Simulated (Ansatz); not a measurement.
Steps of a relaxation of C₉H₂₂Ge (`C[CH](C)[GeH]([CH](C)C)[CH](C)C`) with RKS PBE0-D4/def2-TZVP.

```sh
$ ansatz run in.yaml --threads 11 --pin off --events-out ev --progress --plain --max-ram 110592MiB --backend cuda --devices 0, --max-vram 75GiB
```

```yaml
crystal:
  periodic: [false, false, false]
  atoms:
    - {symbol: C, position_ang: [1.374854, -0.783676, 2.125101]}
    - {symbol: C, position_ang: [0.888231, 0.620036, 1.744661]}
    - {symbol: C, position_ang: [0.045581, 1.258534, 2.855084]}
    - {symbol: Ge, position_ang: [-0.106731, 0.612319, 0.013594]}
    - {symbol: C, position_ang: [-1.707574, -0.583465, 0.144327]}
    - {symbol: C, position_ang: [-2.902861, -0.029730, -0.641578]}
    - {symbol: C, position_ang: [-1.375154, -2.026568, -0.258512]}
    - {symbol: C, position_ang: [1.083941, 0.075912, -1.495578]}
    - {symbol: C, position_ang: [0.373023, 0.274044, -2.840672]}
    - {symbol: C, position_ang: [2.419525, 0.827097, -1.441043]}
    - {symbol: H, position_ang: [2.008330, -1.240324, 1.336410]}
    - {symbol: H, position_ang: [0.523636, -1.474224, 2.307007]}
    - {symbol: H, position_ang: [1.975357, -0.763252, 3.061346]}
    - {symbol: H, position_ang: [1.775959, 1.266190, 1.562972]}
    - {symbol: H, position_ang: [-0.881050, 0.677148, 3.052094]}
    - {symbol: H, position_ang: [0.606566, 1.301289, 3.814866]}
    - {symbol: H, position_ang: [-0.262132, 2.293956, 2.602350]}
    - {symbol: H, position_ang: [-0.592182, 2.072903, -0.267895]}
    - {symbol: H, position_ang: [-1.970048, -0.576396, 1.226590]}
    - {symbol: H, position_ang: [-3.799653, -0.676695, -0.517893]}
    - {symbol: H, position_ang: [-2.689894, 0.022776, -1.730543]}
    - {symbol: H, position_ang: [-3.178966, 0.992961, -0.314253]}
    - {symbol: H, position_ang: [-0.537619, -2.450487, 0.332389]}
    - {symbol: H, position_ang: [-1.090035, -2.098249, -1.329482]}
    - {symbol: H, position_ang: [-2.252831, -2.694676, -0.114159]}
    - {symbol: H, position_ang: [1.281865, -1.010095, -1.354819]}
    - {symbol: H, position_ang: [0.104632, 1.339747, -3.003754]}
    - {symbol: H, position_ang: [-0.563812, -0.315500, -2.914828]}
    - {symbol: H, position_ang: [1.022812, -0.032233, -3.690239]}
    - {symbol: H, position_ang: [3.078506, 0.537258, -2.289375]}
    - {symbol: H, position_ang: [2.979599, 0.624477, -0.505239]}
    - {symbol: H, position_ang: [2.272123, 1.926622, -1.507829]}
basis:
  gaussian: {orbitals: def2-TZVP}
hamiltonian: {xc: pbe0, dispersion: d4}
relax: {f_tol: 0.005, max_steps: 150}
```

Positions (Å) and forces (eV/Å) along the path, 5 of 9 steps:

```xyz
32
step=1 energy=-66196.0098 eV
C     1.375   -0.784    2.125    0.051   -0.240    0.119
C     0.888    0.620    1.745    0.202    0.156   -0.063
C     0.046    1.259    2.855   -0.147    0.059    0.223
Ge   -0.107    0.612    0.014    0.022   -0.075    0.003
C    -1.708   -0.583    0.144   -0.051    0.011    0.254
C    -2.903   -0.030   -0.642   -0.202    0.051   -0.165
C    -1.375   -2.027   -0.259    0.015   -0.251   -0.106
C     1.084    0.076   -1.496    0.032   -0.240    0.036
C     0.373    0.274   -2.841   -0.082    0.059   -0.252
C     2.420    0.827   -1.441    0.220    0.149   -0.036
H     2.008   -1.240    1.336   -0.303    0.242    0.358
H     0.524   -1.474    2.307    0.389    0.349   -0.090
H     1.975   -0.763    3.061   -0.282    0.016   -0.444
H     1.776    1.266    1.563   -0.409   -0.306    0.112
H    -0.881    0.677    3.052    0.449    0.261   -0.110
H     0.607    1.301    3.815   -0.242   -0.029   -0.464
H    -0.262    2.294    2.602    0.162   -0.501    0.094
H    -0.592    2.073   -0.268    0.054   -0.169    0.043
H    -1.970   -0.576    1.227    0.095   -0.021   -0.516
H    -3.800   -0.677   -0.518    0.434    0.290   -0.042
H    -2.690    0.023   -1.731   -0.080   -0.035    0.525
H    -3.179    0.993   -0.314    0.153   -0.490   -0.136
H    -0.538   -2.450    0.332   -0.399    0.227   -0.272
H    -1.090   -2.098   -1.329   -0.138    0.062    0.510
H    -2.253   -2.695   -0.114    0.399    0.336   -0.057
H     1.282   -1.010   -1.355   -0.077    0.502   -0.089
H     0.105    1.340   -3.004    0.138   -0.502    0.102
H    -0.564   -0.316   -2.915    0.457    0.273    0.064
H     1.023   -0.032   -3.690   -0.283    0.136    0.416
H     3.079    0.537   -2.289   -0.329    0.120    0.392
H     2.980    0.624   -0.505   -0.292    0.082   -0.438
H     2.272    1.927   -1.508    0.046   -0.524    0.030
32
step=2 energy=-66196.1190 eV
C     1.370   -0.775    2.116    0.038   -0.090    0.010
C     0.887    0.620    1.730    0.059    0.033    0.016
C     0.050    1.245    2.841   -0.057    0.049    0.061
Ge   -0.107    0.608    0.014    0.022   -0.058    0.027
C    -1.699   -0.576    0.148   -0.039   -0.021    0.070
C    -2.887   -0.032   -0.639   -0.068    0.052   -0.046
C    -1.377   -2.012   -0.260    0.031   -0.093   -0.016
C     1.076    0.071   -1.483    0.019   -0.055   -0.025
C     0.380    0.269   -2.827   -0.058    0.000   -0.081
C     2.400    0.826   -1.435    0.087    0.044    0.022
H     1.995   -1.228    1.335   -0.082    0.053    0.107
H     0.525   -1.454    2.300    0.114    0.102   -0.028
H     1.965   -0.747    3.041   -0.084    0.006   -0.132
H     1.766    1.260    1.557   -0.131   -0.092    0.022
H    -0.862    0.663    3.036    0.133    0.076   -0.033
H     0.611    1.286    3.787   -0.070   -0.009   -0.139
H    -0.259    2.268    2.593    0.037   -0.137    0.039
H    -0.591    2.059   -0.260    0.009   -0.016   -0.006
H    -1.968   -0.575    1.216    0.041    0.003   -0.158
H    -3.772   -0.676   -0.516    0.131    0.085   -0.011
H    -2.672    0.017   -1.715   -0.024   -0.010    0.152
H    -3.162    0.980   -0.316    0.033   -0.134   -0.048
H    -0.551   -2.435    0.324   -0.111    0.051   -0.082
H    -1.096   -2.076   -1.320   -0.041    0.017    0.149
H    -2.251   -2.666   -0.118    0.119    0.102   -0.016
H     1.280   -1.003   -1.349   -0.032    0.155   -0.012
H     0.113    1.323   -2.985    0.041   -0.147    0.028
H    -0.544   -0.319   -2.905    0.125    0.082    0.004
H     1.033   -0.032   -3.661   -0.084    0.039    0.128
H     3.051    0.536   -2.275   -0.100    0.034    0.117
H     2.954    0.630   -0.508   -0.071    0.033   -0.126
H     2.246    1.912   -1.506    0.013   -0.153    0.009
32
step=5 energy=-66196.1285 eV
C     1.377   -0.774    2.103    0.001   -0.001    0.001
C     0.884    0.617    1.727    0.000   -0.001   -0.001
C     0.047    1.230    2.841    0.000    0.000    0.001
Ge   -0.108    0.608    0.016    0.001   -0.002    0.001
C    -1.700   -0.568    0.147   -0.001    0.000    0.001
C    -2.880   -0.023   -0.646    0.000    0.000   -0.001
C    -1.381   -2.004   -0.252    0.000   -0.001    0.000
C     1.074    0.072   -1.477    0.000    0.000   -0.001
C     0.381    0.255   -2.820   -0.001   -0.001    0.000
C     2.392    0.833   -1.431    0.000    0.000    0.000
H     1.998   -1.220    1.321    0.000    0.000    0.000
H     0.541   -1.455    2.289    0.001    0.000   -0.001
H     1.975   -0.744    3.021    0.001    0.000   -0.001
H     1.754    1.261    1.556    0.000    0.001    0.001
H    -0.854    0.639    3.037    0.001   -0.001    0.000
H     0.612    1.273    3.779    0.000    0.000    0.000
H    -0.273    2.247    2.599   -0.001    0.000    0.000
H    -0.585    2.060   -0.262   -0.001    0.003   -0.001
H    -1.971   -0.561    1.210   -0.001    0.001   -0.001
H    -3.763   -0.661   -0.522    0.000    0.000    0.000
H    -2.661    0.019   -1.717    0.000    0.000    0.000
H    -3.152    0.987   -0.330    0.000    0.000    0.000
H    -0.560   -2.427    0.331    0.000    0.001    0.000
H    -1.101   -2.073   -1.308    0.000    0.000    0.001
H    -2.254   -2.651   -0.109   -0.001    0.000    0.000
H     1.283   -0.995   -1.334    0.001    0.000    0.000
H     0.112    1.302   -2.987    0.000   -0.001    0.000
H    -0.536   -0.335   -2.898    0.000   -0.001    0.000
H     1.036   -0.048   -3.645    0.001    0.000    0.000
H     3.043    0.539   -2.262    0.000    0.000    0.001
H     2.942    0.653   -0.504    0.000    0.000    0.001
H     2.231    1.913   -1.514   -0.001    0.000   -0.001
32
step=6 energy=-66196.1288 eV
C     1.395   -0.773    2.093   -0.005    0.002    0.003
C     0.884    0.615    1.729    0.007    0.002   -0.003
C     0.042    1.209    2.850    0.000   -0.002    0.002
Ge   -0.108    0.611    0.018    0.000   -0.001   -0.001
C    -1.706   -0.556    0.145    0.000   -0.002    0.006
C    -2.878   -0.010   -0.661    0.001   -0.007   -0.001
C    -1.391   -1.997   -0.241   -0.005    0.004   -0.004
C     1.075    0.071   -1.472    0.001   -0.005    0.000
C     0.381    0.236   -2.818    0.004    0.004    0.004
C     2.387    0.845   -1.433   -0.002   -0.001   -0.005
H     2.017   -1.208    1.305   -0.005    0.006    0.005
H     0.567   -1.465    2.279    0.006    0.003   -0.003
H     1.997   -0.743    3.008   -0.001   -0.001   -0.003
H     1.746    1.271    1.562   -0.005   -0.003    0.003
H    -0.849    0.604    3.045    0.006    0.004   -0.002
H     0.609    1.254    3.786   -0.003    0.001   -0.001
H    -0.293    2.223    2.616    0.004   -0.010    0.000
H    -0.577    2.066   -0.261   -0.003    0.003    0.003
H    -1.985   -0.540    1.206    0.000    0.002   -0.007
H    -3.764   -0.643   -0.538    0.001    0.003   -0.002
H    -2.649    0.022   -1.730   -0.002    0.001    0.006
H    -3.146    1.004   -0.355    0.004   -0.006   -0.001
H    -0.576   -2.420    0.352   -0.005    0.006   -0.002
H    -1.104   -2.075   -1.294   -0.001    0.000    0.006
H    -2.268   -2.638   -0.098    0.003    0.001   -0.001
H     1.293   -0.993   -1.319    0.002    0.004   -0.003
H     0.102    1.280   -2.993    0.000   -0.006    0.000
H    -0.531   -0.363   -2.891    0.007    0.003    0.004
H     1.040   -0.068   -3.639   -0.002    0.001    0.002
H     3.041    0.546   -2.260    0.000    0.003    0.004
H     2.938    0.681   -0.503   -0.008   -0.001   -0.007
H     2.216    1.922   -1.529    0.001   -0.007    0.001
32
step=9 energy=-66196.1289 eV
C     1.417   -0.769    2.081   -0.002    0.003   -0.003
C     0.885    0.614    1.730    0.000   -0.001    0.005
C     0.037    1.186    2.858    0.001   -0.001   -0.003
Ge   -0.108    0.615    0.020    0.001   -0.004    0.001
C    -1.713   -0.544    0.144   -0.002   -0.001   -0.002
C    -2.875    0.002   -0.678    0.001    0.000    0.001
C    -1.405   -1.990   -0.225    0.002    0.003    0.001
C     1.076    0.070   -1.467    0.000    0.003   -0.003
C     0.381    0.219   -2.814    0.001    0.000    0.002
C     2.382    0.853   -1.434   -0.001   -0.001    0.001
H     2.045   -1.186    1.289    0.000    0.000    0.000
H     0.600   -1.475    2.261    0.001    0.000    0.000
H     2.020   -0.738    2.996    0.000    0.000    0.001
H     1.737    1.285    1.568    0.000    0.000    0.000
H    -0.843    0.564    3.051    0.000    0.000    0.000
H     0.606    1.233    3.794    0.000    0.000    0.001
H    -0.316    2.195    2.633    0.000    0.000    0.000
H    -0.572    2.071   -0.257    0.001   -0.001    0.000
H    -2.003   -0.515    1.201    0.000    0.000    0.000
H    -3.766   -0.624   -0.558    0.000    0.000    0.000
H    -2.637    0.022   -1.745    0.000    0.000    0.000
H    -3.139    1.020   -0.384    0.000    0.001    0.000
H    -0.600   -2.412    0.380    0.000    0.000    0.000
H    -1.106   -2.080   -1.274    0.000    0.000    0.000
H    -2.288   -2.623   -0.087    0.000    0.000    0.000
H     1.301   -0.991   -1.307   -0.001    0.000    0.001
H     0.093    1.259   -2.998    0.000    0.000    0.000
H    -0.524   -0.389   -2.884   -0.001    0.000    0.000
H     1.044   -0.084   -3.633    0.000    0.000   -0.001
H     3.040    0.551   -2.257    0.000    0.000   -0.001
H     2.932    0.701   -0.502    0.001    0.000    0.001
H     2.203    1.927   -1.541    0.000    0.001    0.000
```

Hardware: 11 threads of an AMD EPYC 7R13 on a shared host and a whole NVIDIA H100 80 GB. Wall time 14 s, peak host memory 1.2 GiB.
